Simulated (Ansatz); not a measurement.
Reaction (ligand exchange at the Al–C bond): `CC1=[C]([AlH2])C1` + `[OH][GaH2]` → `[AlH2][O][GaH2]` + `CC1=CC1`

Calculated with Ansatz (gas phase, PBE0-D4/def2-TZVP geometries, no zero-point term in ΔE). CCSD(T)/CBS is the MP2 limit (def2-TZVPP, def2-QZVPP) plus CCSD(T) − MP2 in def2-TZVPP, frozen cores. DFT in def2-TZVPP. B3LYP here is the variant with VWN-RPA as its local correlation; programs differ in this. For Ga outer-core shells are correlated without core-valence functions, which leaves a few kJ/mol of doubt a bond. Scalar relativity is left out up to krypton.

Task: Is it downhill or uphill in electronic energy at CCSD(T)/CBS, and by how much? (Best estimate.)

Result: Computed: Downhill: ΔE = -107.9 kJ/mol.

Task: What do these levels give: r2SCAN-D4, PBE0-D4, B3LYP-D4, ωB97X-V, PBE, PBE0, B3LYP, HF/def2-TZVPP, MP2/def2-TZVPP, CCSD/def2-TZVPP, CCSD(T)/def2-TZVPP, SCS-MP2/def2-QZVPP? (An estimate is asked.)

Result: Ansatz gave: r2SCAN-D4 -105.4, PBE0-D4 -101.1, B3LYP-D4 -109.0, ωB97X-V -109.6, PBE -97.4, PBE0 -102.3, B3LYP -110.9, HF/def2-TZVPP -122.9, MP2/def2-TZVPP -109.9, CCSD/def2-TZVPP -113.1, CCSD(T)/def2-TZVPP -109.8, SCS-MP2/def2-QZVPP -112.6 kJ/mol.

Largest T1 diagnostic among the species: 0.015.

In def2-TZVPP, CCSD(T) changes the Hartree–Fock value by +13.1 kJ/mol (the triples alone add +3.3 kJ/mol) and MP2 by +13.0 kJ/mol. From PBE to PBE0 (25 % exact exchange), in def2-TZVPP and without D4, ΔE moves by −5.0 kJ/mol.
